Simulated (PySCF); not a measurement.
**A small calculation by hand: oscillator strength and radiative lifetime**

BrH3N2SW, SMILES [NH]=[W](=[NH])([SH])[Br], multiplicity 1.

The structure is a stationary point at r2SCAN-D4/def2-SVP. The spin state was assumed, not searched. The def2 effective core potentials stand for the cores of W; spin–orbit coupling is left out. One conformer was computed; it need not be the lowest.

TDDFT-M06-2X/def2-SVPD in PySCF 2.14.0 puts the first singlet state with f over 0.02 at 4.22 eV (vertical), with the transition dipole (0.273, -0.362, 0.392) in atomic units.

Question: Find the oscillator strength, the wavelength and the radiative lifetime that this transition would have in vacuum if emission retraced absorption.

Answer: 
|μ|² = 0.3592 au, so |μ| = 1.52 D. ΔE = 4.22/27.211 = 0.1551 hartree. f = (2/3) ΔE |μ|² = 0.037 (the program prints 0.037).
λ = 1239.84/4.22 = 294 nm; ν = 34037 cm⁻¹.
Einstein's coefficient A = 0.6670 ν² f s⁻¹ (ν in cm⁻¹) = 2.9e7 s⁻¹, so τ = 1/A = 35 ns. This state is S1. The figure is the radiative limit of this one transition; relaxation, internal conversion, crossing to triplets and a medium change what is measured.
